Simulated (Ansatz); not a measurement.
Start from `FCOBO[SiH3]` and change one atom or group to get `OBOCF`.

Ansatz, PBE0-D4/def2-TZVP geometries, multiplicity 1. Each molecule was computed in one conformer, which needn't be the lowest.

```csv
property,`FCOBO[SiH3]`
"ideal-gas entropy at 298 K and 1 bar (rigid rotor, harmonic PBE0-D4/def2-TZVP) / J/(mol·K)",375
HOMO–LUMO gap (PBE/def2-TZVPP) / eV,6.77
size of the dipole moment (ωB97M-V/def2-TZVPP) / D,1.49
LUMO energy (PBE0/def2-TZVPP) / eV,0.18
HOMO–LUMO gap (ωB97M-V/def2-TZVPP) / eV,13.35
HOMO energy (ωB97M-V/def2-TZVPP) / eV,-11.47
```

(1) Give the same properties after the change, and the shifts. (Best estimate.)

Answers

(1) The calculation gave: 
```csv
property,`OBOCF`,shift
"ideal-gas entropy at 298 K and 1 bar (rigid rotor, harmonic PBE0-D4/def2-TZVP) / J/(mol·K)",314,-61
HOMO–LUMO gap (PBE/def2-TZVPP) / eV,7.24,0.47
size of the dipole moment (ωB97M-V/def2-TZVPP) / D,1.72,0.23
LUMO energy (PBE0/def2-TZVPP) / eV,0.53,0.35
HOMO–LUMO gap (ωB97M-V/def2-TZVPP) / eV,14.11,0.76
HOMO energy (ωB97M-V/def2-TZVPP) / eV,-11.82,-0.35
```

With PBE0 the HOMO falls by 0.26 eV and the LUMO rises by 0.35 eV, so the gap widens by about 0.61 eV. PBE moves the HOMO by -0.11 eV and ωB97M-V by -0.35 eV. The zero-point energy changes by -40.2 kJ/mol with -9 modes. Dipoles are sizes alone; their direction can turn. Modes under 60 cm⁻¹, often nearly free rotors, make the harmonic entropy too high.
